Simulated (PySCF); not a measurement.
C3H4F2O. Atoms are numbered in the order given.

```xyz
10

O      1.8282    -0.6106     0.3351
C      0.5935    -0.7829    -0.2642
C     -0.6702    -1.0073     0.6008
C     -0.4498     0.2631    -0.1300
F     -1.2323     0.6072    -1.1655
F     -0.1042     1.3650     0.5808
H      1.8880     0.3044     0.6455
H      0.6326    -1.3312    -1.2128
H     -1.4351    -1.6918     0.2248
H     -0.5237    -0.9834     1.6843
```
Charge 0, spin multiplicity 1.

The structure is a stationary point at B3LYP-D3(BJ)/def2-SVP. The values are those of a single conformer.

The numbers are results of PySCF with TDA-PBE/def2-SVPD, not measurements.

Vertical excitations. Isolated molecule, no solvent.

```json
[
 {"state": "S1", "energy (eV)": "6.30", "λ (nm)": "197", "f": "0.011", "main pairs": "HOMO→LUMO 99 %"},
 {"state": "S2", "energy (eV)": "6.76", "λ (nm)": "183", "f": "0.003", "main pairs": "HOMO−1→LUMO 98 %"},
 {"state": "S3", "energy (eV)": "7.03", "λ (nm)": "176", "f": "0.015", "main pairs": "HOMO→LUMO+1 96 %"},
 {"state": "S4", "energy (eV)": "7.24", "λ (nm)": "171", "f": "0.024", "main pairs": "HOMO→LUMO+2 95 %"},
 {"state": "S5", "energy (eV)": "7.55", "λ (nm)": "164", "f": "0.007", "main pairs": "HOMO−1→LUMO+1 94 %"},
 {"state": "S6", "energy (eV)": "7.66", "λ (nm)": "162", "f": "0.051", "main pairs": "HOMO→LUMO+3 79 %, HOMO−1→LUMO+2 12 %"},
 {"state": "S7", "energy (eV)": "7.67", "λ (nm)": "162", "f": "0.002", "main pairs": "HOMO−1→LUMO+2 86 %"},
 {"state": "S8", "energy (eV)": "7.90", "λ (nm)": "157", "f": "0.040", "main pairs": "HOMO→LUMO+4 91 %"},
 {"state": "S9", "energy (eV)": "8.13", "λ (nm)": "153", "f": "0.006", "main pairs": "HOMO−1→LUMO+3 92 %"},
 {"state": "S10", "energy (eV)": "8.38", "λ (nm)": "148", "f": "0.008", "main pairs": "HOMO−1→LUMO+4 90 %"},
 {"state": "T1", "energy (eV)": "6.02", "λ (nm)": "206", "f": "0", "main pairs": "HOMO→LUMO 99 %"},
 {"state": "T2", "energy (eV)": "6.54", "λ (nm)": "190", "f": "0", "main pairs": "HOMO−1→LUMO 99 %"},
 {"state": "T3", "energy (eV)": "6.81", "λ (nm)": "182", "f": "0", "main pairs": "HOMO→LUMO+1 99 %"},
 {"state": "T4", "energy (eV)": "7.01", "λ (nm)": "177", "f": "0", "main pairs": "HOMO→LUMO+2 99 %"}
]
```
Triplets are in the Tamm–Dancoff approximation.
